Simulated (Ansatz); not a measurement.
Input and output for `O=C[TeH]`.

```yaml
crystal:
  periodic: [false, false, false]
  atoms:
    - {symbol: O, position_ang: [-1.216351, -0.680240, 1.224661]}
    - {symbol: C, position_ang: [-0.592753, -0.307587, 0.284185]}
    - {symbol: Te, position_ang: [1.376946, 0.529255, 0.424498]}
    - {symbol: H, position_ang: [-0.965898, -0.355252, -0.756370]}
    - {symbol: H, position_ang: [1.448057, 0.740124, -1.218375]}
basis:
  gaussian: {orbitals: def2-SVPD, fitting: {mean_field: cc-pVTZ-jkfit}}
hamiltonian: {xc: {name: HF}}
correlation: {active_space: {window: {electrons: 3, orbitals: 2}}}
output: {forces: true}
```

```sh
$ ansatz run in.yaml --threads 2 --pin off --events-out ev --progress --plain --max-ram 4352MiB
```

Shortened log:

```
Functional definition: HF
Error: <dir> the basis set cc-pVTZ-JKFIT has no functions for Te
```
